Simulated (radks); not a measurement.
Question: The table gives one normalised radial function P(r) = r R(r) of Zn in [Ar] 3d9.5 4s2 4p0.5 (r in bohr). Calculated with a radial shooting solver on a logarithmic mesh with Libxc functionals: non-relativistic Kohn-Sham, r2SCAN, spin-unpolarised, spherical densities, point nucleus; meta-GGA in the generalised Kohn-Sham scheme.

r	P
0.005202	0.0074
0.008013	0.0168
0.01224	0.0369
0.01886	0.0793
0.02882	0.1595
0.04439	0.2996
0.06784	0.4906
0.1037	0.6553
0.1597	0.5845
0.244	0.0571
0.3758	-0.7990
0.5743	-1.2753
0.8846	-0.9672
1.352	-0.3875
2.065	-0.0737
3.181	-0.0052
4.861	-0.0001
7.488	0.0000
11.44	0.0000

Which n and l does it have? It may be an empty orbital.

Answer: n = 3, l = 1: the number of nodes gives n - l - 1 = 1, the rise at small r (about r^(l+1)) gives l, and the extent must fit the shell. The curve is that of 3p. 3p: eigenvalue -89.523 eV, 1 radial node at r = 0.252 bohr, <r> = 0.715 bohr, 90 % of the charge inside 1.10 bohr.
